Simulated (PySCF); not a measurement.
# What a mistake does to a calculation on AlBH4NO cation

All numbers below are calculated, not measured. They come from PySCF 2.14.0, an open-source quantum chemistry program, on an isolated molecule that a program drew, which may never have been made. The molecule is AlBH4NO cation (charge +1, singlet), drawn as the SMILES string `N[BH][Al+][OH]`.

Each row is a Hartree-Fock (HF) and frozen-core CCSD(T) single point in the cc-pV(D+d)Z basis, meant for a local HF minimum. Run 1 is clean. Each other run has one planted mistake out of seven kinds, and not every kind appears here: one electron removed, one electron added, multiplicity raised by two, geometry at a saddle point, minimal basis STO-3G, one bond length entered in bohr, all coordinates scaled. The reference is restricted for singlets and unrestricted otherwise, and also for a bond in bohr. Adding or removing an electron swaps singlet and doublet. Electrons count all cores. HOMO and LUMO are orbital energies over both spins, the gradient is its largest component, and the lowest frequency (negative if imaginary) is given only where the gradient is small. Bond lengths are over the 7 bonds as drawn. T1 is the CCSD diagnostic: over 0.02 (restricted) or 0.045 (unrestricted) a single reference is doubtful.

Geometry of the clean run:
```xyz
8
AlBH4NO cation, angstrom
N    -1.1820    0.9790    1.2407
B     0.1191    0.6748    0.9738
Al    0.7940    0.3138   -1.0762
O     1.3548    0.0381   -2.5553
H    -1.9258    1.0666    0.5786
H    -1.4806    1.1431    2.1860
H     0.9805    0.5787    1.7873
H     1.7050   -0.1271   -3.4135
```

| run | electrons | basis functions | <S^2> | HOMO (eV) | LUMO (eV) | gradient (hartree/bohr) | lowest frequency (cm^-1) | mean bond (Å) | longest bond (Å) | T1 | HF (hartree) | CCSD(T) (hartree) | mistake |
|---|---|---|---|---|---|---|---|---|---|---|---|---|---|
| 1 | 36 | 85 | 0.000 | -16.38 | -3.75 | 2.0e-05 | 105 | 1.3273 | 2.188 | 0.0180 | -398.10211 | -398.63058 | no fault |
| 2 | 37 | 85 | 0.804 | -4.74 | 1.99 | 5.0e-02 | - | 1.3273 | 2.188 | 0.0237 | -398.25747 | -398.79555 | one electron added |
| 3 | 36 | 28 | 0.000 | -14.74 | 1.71 | 9.0e-02 | - | 1.3273 | 2.188 | 0.0267 | -393.20590 | -393.40889 | minimal basis STO-3G |
| 4 | 36 | 85 | 0.575 | -16.21 | -4.99 | 6.3e-02 | - | 1.4470 | 2.188 | 0.0693 | -397.92322 | -398.46693 | ? |

**Which mistake was planted in run 4, and what did it cost?**

The mean bond changes by a factor of 1.090 and the longest by 1.000, so the molecule wasn't scaled as a whole. A length L in bohr read as angstrom grows by (1/0.5292 - 1) L = 0.890 L. The 7 bonds together grew by 7 x 0.1197 = 0.838 Å, which gives L = 0.942 Å. That is bond O4-H8, 0.942 Å in the clean geometry. So the mistake is: one bond length entered in bohr. Subtracting run 1 and multiplying by 627.51 kcal/mol a hartree, the energy moved by 112.3 kcal/mol in HF and 102.7 kcal/mol in CCSD(T).

Cautions from the logs. Run 3: T1 is over the limit, so its CCSD(T) energy is less reliable; run 4: T1 is over the limit, so its CCSD(T) energy is less reliable.
